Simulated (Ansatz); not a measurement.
CH3Si (SMILES C=[SiH]), doublet, at a GFN2-xTB geometry; B3LYP5/6-31G* in Ansatz (a quantum-chemistry and plane-wave program).

Here is a job for Ansatz.
Ansatz 0.2 input:
```yaml
crystal:
  periodic: [false, false, false]
  atoms:
    - {symbol: C, position_ang: [-1.04543292, 0.37757985, 0.25929890]}
    - {symbol: Si, position_ang: [0.55139882, -0.27850553, -0.14254284]}
    - {symbol: H, position_ang: [-1.91624580, -0.26241715, 0.25632445]}
    - {symbol: H, position_ang: [-1.27689446, 1.39328815, -0.03892833]}
    - {symbol: H, position_ang: [1.74615437, 0.50272732, 0.22241033]}
basis:
  gaussian:
    orbitals: 6-31G*
hamiltonian:
  xc: b3lyp5
magnetization: {spin_polarized: true, initial_magnetization: 1}
```

Output, abridged:

```
Functional definition: B3LYP5
405 factors; integrals over basis functions are off by at most 6.8e-4 eV
mean field evaluation 1: about -8950.0669 eV, gradient 3.8e1 eV
mean field evaluation 2: about -8924.4623 eV, gradient 6.4e1 eV
mean field evaluation 4: about -8957.7282 eV, gradient 5.4e0 eV
mean field evaluation 8: about -8958.0497 eV, gradient 2.8e-1 eV
mean field evaluation 16: about -8958.0560 eV, gradient 5.4e-3 eV
mean field evaluation 32: about -8957.8796 eV, gradient 8.7e-1 eV
mean field -8958.05599040 eV, -329.2024856589 hartree, gradient 2.9e-5 eV, S^2 0.771240; 2 other end points of the search recorded, 0 dependent functions left out
reference -8958.05616630 eV, -329.2024921229 hartree; 12, 11 occupied and 28, 29 virtual orbitals, 405 factors
Total energy: -8958.05616630 eV, -329.2024921229 hartree
```
